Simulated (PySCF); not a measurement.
# Does the structure fit the spectrum?

A compound C$_{7}$H$_{14}$O gives the data below (simulated from a calculation) and was assigned the structure `C=C(CO)C(C)(C)C`.

$^{13}$C{$^{1}$H} NMR (computed): δ 138.1 (CH), 134.5 (CH), 76.6 (CH), 75.5 (CH2), 24.1 (CH3, 2C), 21.9 (CH3).

$^{1}$H NMR (400 MHz, computed): δ 6.03 (m, 1H), 5.89 (m, 1H), 4.07 (d, 2H), 3.52 (sept, 1H), 1.86 (d, 3H), 1.17 (d, 6H).

[PySCF 2.14.0 with density-fitted response routines: GFN2-xTB geometry; shielding tensors at PBE0/pcSseg-1 (GIAO); one conformer; no solvent; non-relativistic; one averaged value for each set of equivalent atoms]

Shifts are taken against calculated references (same method and geometry level): TMS for $^{1}$H (σref 31.72) and $^{13}$C (σref 186.93).

Question: Compare with the shifts computed for the proposed structure, pairing carbons in order of shift.

Answer: Structure with atom numbers: `[CH2:1]=[C:2]([CH2:3][OH:4])[C:5]([CH3:6])([CH3:7])[CH3:8]`. Each H is labelled by its parent atom.

| atom | computed for proposal | given list | difference |
| --- | --- | --- | --- |
| C2 | 170.3 | 138.1 | +32.2 |
| C1 | 110.6 | 134.5 | -23.9 |
| C3 | 67.2 | 76.6 | -9.4 |
| C5 | 36.9 | 75.5 | -38.6 |
| C6 | 30.7 | 24.1 | +6.6 |
| C7 | 30.7 | 24.1 | +6.6 |
| C8 | 30.7 | 21.9 | +8.8 |

The rms difference is 21.9 ppm and the largest -38.6 ppm at C5 (allylic quaternary sp3 carbon). The proposal also would give 5 carbon signals, not 6. The carbon types in order of shift don't match either: C, CH2, CH2, C, CH3, CH3, CH3 for the proposal against CH, CH, CH, CH2, CH3, CH3, CH3 in the data. The proposal doesn't fit.

Question: Which isomer fits?

Answer: `C/C=C/COC(C)C`.

1. Carbon types of the structure: 3 × CH, 1 × CH2, 3 × CH3, which accounts for all hydrogens.
2. δC 138.1, 134.5: alkene CH; the olefinic region.
3. δC 76.6: sp3 CH bonded to O; the inductive effect lowers its shielding.
4. δC 75.5: allylic sp3 CH2 bonded to O; deshielded by the electronegative neighbour.
5. δH 4.07: hydrogen on an allylic sp3 CH2 bonded to O; its carbon carries O, hence the downfield position.

Other isomers checked: C[C@@H]1CCCO[C@H]1C (rms 37.1 ppm).

The shifts were computed for this structure.

Shifts are as computed. Against solution values, carbons near 30 ppm lie about +3 ppm off and those near 130 ppm about +5 ppm. Of 1211 compounds with measured shifts, 218 miss one by over three times the rms of a fit or turn the order of signals round; such compounds aren't used in these exercises. Multiplicities follow the n + 1 count of equivalent neighbours, as no J values were calculated; m marks all less simple cases, F and P coupling included.
